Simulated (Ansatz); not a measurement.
Basis-set extrapolation for `N#C[Si](C#N)(C#N)C#N` (PBE0-D4/def2-TZVP geometry, frozen core, Ansatz 0.2.0). Multiplicity 1, RHF reference.

```csv
,def2-TZVPP,def2-QZVPP
HF,-658.346900,-658.369422
MP2 correlation,-1.428388,-1.523739
CCSD(T) correlation,-1.507597,not run
```

Energies in hartree. Use E(X) = E(∞) + A·exp(−7.88·√X) for Hartree–Fock and E(X) = E(∞) + B·X^(−2.97) for correlation, with X = 3 and 4, and add CCSD(T) minus MP2 of the smaller set to the MP2 limit.

Problem. What is the CCSD(T) energy at the basis-set limit?

Solution. HF limit: -658.369422 + (-0.022522) × 0.13774 = -658.37252. MP2 limit: -1.523739 + (-0.095351) × 0.74074 = -1.59437. Higher-order term: -1.507597 − (-1.428388) = -0.07921. Total: -660.04610 hartree, 503.1 kJ/mol below CCSD(T)/def2-TZVPP.
